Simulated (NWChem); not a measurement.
System: C2H4N cation; SMILES [NH+]#CC

```xyz
7

C     -0.0001    -1.2651    -0.0001
C     -0.0001     0.1658    -0.0003
N     -0.0002     1.3120    -0.0009
H     -0.7087    -1.6262    -0.7642
H     -0.3075    -1.6263     0.9957
H      1.0160    -1.6261    -0.2317
H     -0.0003     2.3292    -0.0023
```
Atoms are numbered in this order, from 1.

Computed with NWChem. Geometry optimised at PBE0/def2-SVP; all other runs use it. Pople sets run with spherical d functions.

```tsv
quantity	level	value
isotropic polarisability (bohr³), static	B3LYP/6-31+G*	23.7
orbital gap (eV)	PW91/6-31G*	7.90
vertical, lowest excitation, singlet (eV)	B3LYP/6-31G*, full TDDFT	8.06
charge (e), Mulliken C2	B3LYP/def2-SVP	0.04
cavity-dispersion-structure term (kcal/mol) in 1,4-dioxane	M06-2X/6-31G*, SMD	1.0
highest harmonic frequency (cm⁻¹)	PBE0/def2-SVP	3696
```
